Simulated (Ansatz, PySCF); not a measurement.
Here is a job for Ansatz (a first-principles code).
Ansatz 0.2 input:
```yaml
crystal:
  periodic: [false, false, false]
  atoms:
    - {symbol: C, position_ang: [-0.00578266, 0.81408047, 0.00388119]}
    - {symbol: C, position_ang: [1.49937549, 0.64571335, 0.01197375]}
    - {symbol: Cl, position_ang: [-0.81644577, -0.78003028, -0.00858054]}
    - {symbol: H, position_ang: [-0.35582726, 1.33308241, 0.89581714]}
    - {symbol: H, position_ang: [-0.34528210, 1.34165751, -0.88709949]}
    - {symbol: H, position_ang: [1.97200498, 1.62579809, 0.01948295]}
    - {symbol: H, position_ang: [1.81834071, 0.09636047, 0.89417838]}
    - {symbol: H, position_ang: [1.82878474, 0.10485333, -0.87163951]}
basis:
  gaussian:
    orbitals: STO-3G
magnetization: {spin_polarized: false}
correlation: {method: ccsd_t, electrons: outside_noble_gas}
accuracy: high
```

Q: Write the same job for PySCF.

A: Several could match; the one computed here: 
```python
from pyscf import gto, scf, cc

mol = gto.Mole()
mol.atom = '''
    C    -0.005783    0.814080    0.003881
    C     1.499375    0.645713    0.011974
    Cl   -0.816446   -0.780030   -0.008581
    H    -0.355827    1.333082    0.895817
    H    -0.345282    1.341658   -0.887099
    H     1.972005    1.625798    0.019483
    H     1.818341    0.096360    0.894178
    H     1.828785    0.104853   -0.871640
'''
mol.basis = 'sto-3g'
mol.charge = 0
mol.spin = 0
mol.verbose = 4
mol.build()

mf = scf.RHF(mol)
mf.kernel()

mycc = cc.CCSD(mf, frozen=7)
mycc.kernel()
et = mycc.ccsd_t()
print('E(CCSD(T)) = %.10f' % (mycc.e_tot + et))
```

Both were run: Ansatz gave -532.456709 Eh and PySCF -532.456709 Eh, 0.000 mEh apart.
